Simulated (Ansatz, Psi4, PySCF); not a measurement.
manganese atom (Mn), sextet. Base run: PBE/6-31G** in PySCF.

Here is a job for PySCF.
```python
from pyscf import gto, scf, dft

mol = gto.M(
    atom='''
Mn    0.00000000    0.00000000    0.00000000
''',
    basis='6-31g**',
    spin=5,
    verbose=4,
)

mf = dft.UKS(mol)
mf.xc = 'pbe'
mf.kernel()
```

The same geometry, method and basis name were run in Ansatz (a quantum-chemistry and plane-wave program) and Psi4 and PySCF, at each program's defaults and at the settings that a row names. The base is PySCF at its defaults. Differences at the defaults can come from grids, fitting, cores and function types together.

| code and settings | ΔE vs base (mEh) | basis functions | E (Eh) | SCF cycles |
|---|---|---|---|---|
| PySCF, defaults (exact integrals, its default grid, spherical functions) | 0.000 | 34 | -1150.57422 | 12 |
| Psi4, defaults (density fitting with its default set, its default grid, Cartesian functions) | -5.940 | 39 | -1150.58016 | 12 |
| Ansatz, defaults (factorised integrals, its default grid, Cartesian functions) | -4.184 | 36 | -1150.57840 | - |
| PySCF, density fitting with def2-universal-jkfit | -0.021 | 34 | -1150.57424 | 12 |
| PySCF, fine grid | 0.000 | 34 | -1150.57422 | 12 |
| Psi4, exact integrals, spherical functions, fine grid | -0.001 | 34 | -1150.57422 | 13 |
| Ansatz, high accuracy, Cartesian functions as the basis file defines them | -4.184 | 36 | -1150.57840 | - |

Open shells are given as the SCF converged; they aren't shown to be the lowest states, and a large step between rows can be another state.
